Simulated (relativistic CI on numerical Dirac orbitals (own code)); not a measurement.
## How well does a small relativistic CI reproduce C2+?

Method of calculation: Dirac-Coulomb-Breit CI, orbitals from a KLI potential per configuration, QED by a radiative potential, valence Slater integrals scaled by 0.85, configuration energies shifted to the measured levels that pair with them (semi-empirical) (own radial code, finite nucleus).

Configurations in the expansion (outside the closed core 1s2): 2s2, 2s 2p, 2p2, 2s 3s, 2s 3p, 2s 3d, 2p 3s, 2s 4s, 2s 4p, 2p 3p, 2s 4d, 2s 4f, 2p 3d, 2s 5s, 2s 5p, 2s 5d, 2s 5g, 2s 5f, 3s2, 3s 3p, 3p2. Levels of other configurations are missing.

```csv
Configuration,Term (tabulated),J,Measured (cm⁻¹),Computed,Error,Purity (%)
2s2,1S,0,0.0,0,0,94
2s 2p,3P°,0,52367.1,52371,4,100
2s 2p,3P°,1,52390.8,52393,2,100
2s 2p,3P°,2,52447.1,52445,-2,100
2s 2p,1P°,1,102352.0,101632,-720,99
2p2,3P,0,137425.7,137426,0,100
2p2,3P,1,137454.4,137453,-1,100
2p2,3P,2,137502.0,137496,-6,100
2p2,1D,2,145876.1,148385,2509,98
2p2,1S,0,182519.9,182970,450,92
2s 3s,3S,1,238213.0,238853,640,98
2s 3s,1S,0,247170.3,246530,-641,96
2s 3p,1P°,1,258931.3,260096,1165,93
2s 3p,3P°,0,259705.5,259706,0,99
2s 3p,3P°,1,259711.2,259711,0,99
2s 3d,3D,1,270010.8,270011,0,99
2s 3d,3D,2,270011.9,270011,-1,99
2s 3d,1D,2,276482.9,276964,481,97
2p 3s,3P°,0,308216.6,308217,1,99
2p 3s,3P°,1,308248.9,308248,0,99
2p 3s,3P°,2,308317.3,308314,-3,99
2s 4s,3S,1,309457.2,309628,171,97
2p 3s,1P°,1,310006.3,310496,490,60
2s 4s,1S,0,311721.5,311550,-171,95
2s 4p,3P°,0,317794.3,317794,0,98
2s 4p,3P°,1,317796.5,317796,0,98
2s 4p,3P°,2,317801.3,317801,0,98
2p 3p,1P,1,319720.3,320453,732,100
2s 4d,3D,1,321411.3,321412,1,78
2s 4d,3D,2,321426.7,321421,-6,79
2s 4d,3D,3,321450.0,321434,-16,80
2s 4f,3F°,2,322003.7,322008,5,88
2s 4f,3F°,3,322009.6,322012,2,88
2s 4f,3F°,4,322018.0,322017,-1,88
2s 4p,1P°,1,322404.2,323454,1050,64
2s 4f,1F°,3,322702.0,322447,-255,95
2p 3p,3D,2,323101.4,323428,326,78
2p 3p,3D,3,323140.3,323475,335,79
2s 4d,1D,2,324212.5,324934,722,98
2p 3p,3S,1,327278.3,326955,-323,94
2p 3p,3P,0,329685.4,328787,-898,100
2p 3p,3P,1,329706.5,328807,-899,100
2p 3p,3P,2,329743.6,328842,-902,100
2p 3d,1D°,2,332691.3,333113,422,100
2p 3d,3F°,2,333387.0,334543,1156,84
2p 3d,3F°,3,333411.5,334570,1158,84
2p 3d,3F°,4,333447.2,334607,1160,84
2p 3d,3D°,1,337656.0,337656,0,100
2p 3d,3D°,2,337668.9,337668,-1,100
2p 3d,3D°,3,337688.0,337687,-2,100
2s 5s,1S,0,338514.3,338206,-309,71
2s 5s,3S,1,339934.7,340240,306,98
2p 3d,3P°,2,340101.8,339879,-223,79
2p 3d,3P°,1,340127.5,339904,-224,79
2p 3d,3P°,0,340141.8,339918,-224,79
2s 5p,1P°,1,343258.0,343671,413,80
2s 5p,3P°,2,344233.0,344232,-1,82
2s 5p,3P°,1,344236.3,344236,0,82
2s 5p,3P°,0,344238.7,344239,1,81
2s 5d,3D,1,345496.6,345497,0,100
2s 5d,3D,2,345496.7,345497,0,100
2s 5d,3D,3,345497.2,345497,0,100
2s 5g,1G,4,346579.3,346580,1,99
2s 5g,3G,5,346579.5,346578,-1,100
2s 5d,1D,2,346658.3,347310,651,98
2p 3d,1P°,1,346712.7,349201,2488,80
2s 5f,3F°,2,347151.9,347152,0,95
2s 5f,3F°,3,347153.3,347153,0,95
2s 5f,3F°,4,347155.4,347155,0,95
```

Measured levels from Moore, Selected Tables of Atomic Spectra, NSRDS-NBS 3, section 3; pairs were made by configuration, J and term (by order where the table uses no LS term), so strongly mixed levels may be paired wrongly.

Mean error by configuration (cm⁻¹): 2s 2p -179; 2p2 590; 2s 3s 0; 2s 3p 388; 2s 3d 160; 2p 3s 122; 2s 4s 0; 2s 4p 262; 2p 3p -233; 2s 4d 175; 2s 4f -62; 2p 3d 519; 2s 5s -1; 2s 5p 103; 2s 5d 163; 2s 5g 0; 2s 5f 0. Over the excited levels the mean absolute error is 333 cm⁻¹ (68 of the 69 excited levels that our extract of the source holds in range could be paired, and the others can miss by more), and the median relative error of those above 1,000 cm⁻¹ is 0.0046 %, both after the shifts were fitted to these levels, so that a configuration with one level shows no error.

Configurations whose levels could be paired with our table of measured levels were shifted onto them, all but the ground configuration, by the median error of their levels; single terms can still be off by 1,000 to 2,000 cm⁻¹ or more, and rates follow the energies as ν³ (E1, M1) or ν⁵ (E2). The others borrow a shift and can be off by several thousand cm⁻¹ or more. The fine structure of a lone outer electron comes out too small, for d and f at times inverted, and misplaced configurations move strength between like terms. 68 of the 69 excited levels that our extract of the measured tables holds in this range could be paired (the sources list more); they are missed by 333 cm⁻¹ on average and 2509 at most, after the shifts were fitted to these levels, and levels without a partner can miss by more.

Shifts applied (cm⁻¹): 2s2 0; 2s 2p -187; 2p2 -1429; 2s 3s 1390; 2s 3p 754; 2s 3d 529; 2p 3s -493; 2s 4s -377; 2s 4p -250; 2p 3p -837; 2s 4d -96; 2s 4f -2906; 2p 3d -164; 2s 5s -124; 2s 5p -569; 2s 5d -184; 2s 5g -2096; 2s 5f -2102.
